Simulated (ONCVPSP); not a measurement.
## Before and after: ONCV potential for Dy (Z = 66)

dysprosium (Dy), optimised norm-conserving Vanderbilt (ONCV), made with ONCVPSP 4.0.1 (Wu-Cohen, scalar-relativistic). Core [Kr] 4d10 4f9, reference 5s2 5p6 5d1 6s1 6p1. Waves: 5s+6s: rc 2.05 bohr, ncon 4, nbas 9, qcut 7.6 1/bohr, 2 projectors; 5p+6p: rc 2.60 bohr, ncon 4, nbas 9, qcut 4.6 1/bohr, 2 projectors; 5d: rc 2.20 bohr, ncon 4, nbas 7, qcut 4.6 1/bohr, 1 projector. Local part: polynomial inside 2.00 bohr (lpopt 5, dvloc0 4 Ha). Core correction: Teter function, fcfact 4.25, rcfact 1.45.

Change: core correction Teter function, fcfact 4.25, rcfact 2.

Cutoffs: the cutoffs (Ha) at which the residual kinetic energy of the hardest occupied pseudo-wave falls to 1 and 0.1 mHa per electron; they do not see the model core or the augmentation charge, which bear on the density cutoff. Errors are all-electron minus pseudo energies relative to the spin-unpolarised reference configuration.

Problem. What does the change do?

Solution. The potential gets neither clearly harder nor softer (17 Ha and 20 Ha → 17 Ha and 20 Ha); of the 4 tests that both files solve, the error grows in 4 and shrinks in 0 by more than 15 % and 0.3 meV (median size 2.8 → 9.6 meV); neither file shows a bound ghost. A model core, the more so a compact one, raises the density cutoff, which this test does not measure.

```tsv
quantity	base	changed
cutoff, loose	17 Ha	17 Ha
cutoff, tight	20 Ha	20 Ha
bound ghosts	none	none
GHOST(+) flags under 300 eV	s at 55.6 eV	s at 55.6 eV
error for 5s2 5p6 5d1 6s2 6p0, meV [ΔE -3.07 eV]	+1.9	-3.9
error for 5s2 5p6 5d1 6s1 6p0, meV [ΔE 3.80 eV]	-3.3	-4.2
error for 5s2 5p6 5d1 6s0 6p0, meV [ΔE 16.11 eV]	+4.2	-144
error for 5s2 5p6 5d1.5 6s1.5 6p0, meV [ΔE -2.05 eV]	-2.2	-15
s: phases at 2.07 bohr within 0.05 rad from the reference energy up to (Ha; the scan ends near 5)	1.5	1.5
p: phases at 2.64 bohr within 0.05 rad from the reference energy up to (Ha; the scan ends near 5)	3.8	3.8
d: phases at 2.23 bohr within 0.05 rad from the reference energy up to (Ha; the scan ends near 5)	2.1	2.1
rms error of d²Exc/dni dnj with the model core, mHa	0.43	3.37
```
